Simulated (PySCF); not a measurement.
The isolated species cyclo-(Cl2SiS)2 (Cl4S2Si2) is ionised with synchrotron light (hν = 850.0 eV). Calculated photoelectron kinetic energies of its computed core levels, recoil neglected:

```csv
line,kinetic energy (eV)
1,740.35
2,739.73
3,643.34
4,641.69
```

Theory: delta-SCF UKS SCAN, pcX-2 on the ionised atom, pcseg-1 elsewhere, spin-free X2C (PySCF).

Convert to binding energies and name the level and atom behind each line. Bonds: Si1–Cl2, Si1–Cl3, Si1–S4, Si1–S8, S4–Si5, Si5–Cl6, Si5–Cl7, Si5–S8.

Against the vacuum level, binding energy = hν − kinetic energy.

```csv
line,binding energy (eV),level,atoms,environment
1,109.65,Si 2p3/2,Si1/Si5,silicon bonded to 2 Cl and 2 S
2,110.27,Si 2p1/2,Si1/Si5,silicon bonded to 2 Cl and 2 S
3,206.66,Cl 2p3/2,Cl2/Cl3/Cl6/Cl7,chlorine bonded to Si
4,208.31,Cl 2p1/2,Cl2/Cl3/Cl6/Cl7,chlorine bonded to Si
```

Out of reach at this photon energy: Si 1s (1849.8 eV), S 1s (2477.6 eV), Cl 1s (2829.3 eV).

Where does line 4 move with hν = 1253.6 eV?

To 1253.6 − 208.31 = 1045.29 eV; every photoline shifts by the change in photon energy, +403.6 eV.

Which photon energy gives electrons from Si 2p3/2 of Si1/Si5 a kinetic energy of 150 eV, and what is their de Broglie wavelength?

hν = 109.65 + 150 = 259.65 eV, recoil neglected; λ = 12.264 Å/√(E/eV) = 1.00 Å.

Other core shells, valence and Auger electrons aren't listed. The first atom of each set that the bonding makes equivalent was ionised and stands for the set. Not every level is listed. For 2p shells one spin-free hole was relaxed; a mean-field spin–orbit operator and the ground-state splitting of the three 2p orbitals were then diagonalised within the shell. The shell's mean is (2 × 2p3/2 + 2p1/2)/3, and the degeneracies 2j + 1 give areas of 2:1. 2p1/2 minus 2p3/2 (ligand field included): Si 0.62 eV, Cl 1.65 eV. One conformer (not necessarily the lowest) at the PBE0-D3(BJ)/def2-SVP geometry, without solvent, vibrations or thermal averaging.
